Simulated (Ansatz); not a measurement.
Cost and result for the atomization energy of C₃F₈ (`FC(F)(F)C(F)(F)C(F)(F)F`) (11 atoms, 10 bonds).

```xyz
11

F    -1.404   -0.633   -1.311
C    -1.295   -0.322   -0.028
F    -1.246   -1.438    0.686
F    -2.363    0.373    0.337
C    -0.031    0.543    0.221
F     0.008    0.853    1.522
F    -0.152    1.665   -0.497
C     1.320   -0.122   -0.153
F     2.300    0.730    0.113
F     1.352   -0.422   -1.444
F     1.510   -1.227    0.553
```

Charge 0, multiplicity 1. Geometry: relaxed with PBE0-D4/def2-TZVP. Program: Ansatz. All runs use 2 threads of an AMD EPYC 7R13 on a shared host and a share of an NVIDIA H100 80 GB. Times are those of one run each, without the atoms' runs, and a repeat can differ threefold. Electronic energies, without spin–orbit coupling; frozen cores. CCSD(T)/CBS adds CCSD(T) − MP2 in def2-TZVPP to the MP2 limit, and its time is that of the two runs behind it. T1 = 0.012. B3LYP takes the VWN-RPA correlation (the form of Gaussian; ORCA's B3LYP/G). HSE06 is the plane-wave form, built on full-range PBE exchange.

CCSD(T)/CBS is a level of theory with its own doubt, some kJ/mol a heavy atom from the limit and from the frozen cores, so smaller differences don't rank the functionals.

```csv
level,functions,wall time,atomization (kJ/mol),difference from CCSD(T)/CBS,per bond
BHLYP-D4/def2-TZVPP,341,2 s,4266.1,-343.6,-34.4
BLYP-D4/def2-TZVPP,341,2.3 s,4646.9,37.2,3.7
LDA (SPW92)/def2-TZVPP,341,2.3 s,5795.6,1185.9,118.6
r2SCAN-D4/def2-TZVPP (with forces),341,2.6 s,4678.3,68.6,6.9
HSE06-D4/def2-TZVPP,341,2.6 s,4669.5,59.8,6.0
B3LYP-D4/def2-TZVPP (with forces),341,2.7 s,4561.2,-48.5,-4.8
CAM-B3LYP-D4/def2-TZVPP,341,2.9 s,4655.1,45.4,4.5
MP2/def2-QZVPP,627,5 s,4828.7,219.0,21.9
B97M-V/def2-TZVPP,341,5.5 s,4623.2,13.5,1.3
B2PLYP/def2-TZVPP,341,6 s,4546.2,-63.5,-6.3
CCSD(T)/def2-SVP,154,7.5 s,4402.1,-207.6,-20.8
CCSD(T)/def2-TZVPP,341,33 s,4470.8,-138.9,-13.9
CCSD(T)/CBS(def2),–,38 s,4609.7,0.0,0.0
```

The D4 term adds +41.4 kJ/mol with B3LYP and +21.9 kJ/mol with PBE0; it sums over pairs of atoms, weighted by their polarisabilities, and B3LYP, whose exchange is more repulsive, gets the larger term. At CCSD(T), def2-SVP lies −207.5 kJ/mol from the extrapolated value and def2-TZVPP −138.8 kJ/mol: correlation converges slowly with the basis, and small sets miss more of it in the bonded molecule than in its fragments. In def2-TZVPP, CCSD(T) changes the Hartree–Fock value by +1448.9 kJ/mol (the triples alone add +121.1 kJ/mol) and MP2 by +1724.8 kJ/mol; breaking electron pairs costs correlation energy, which Hartree–Fock lacks.
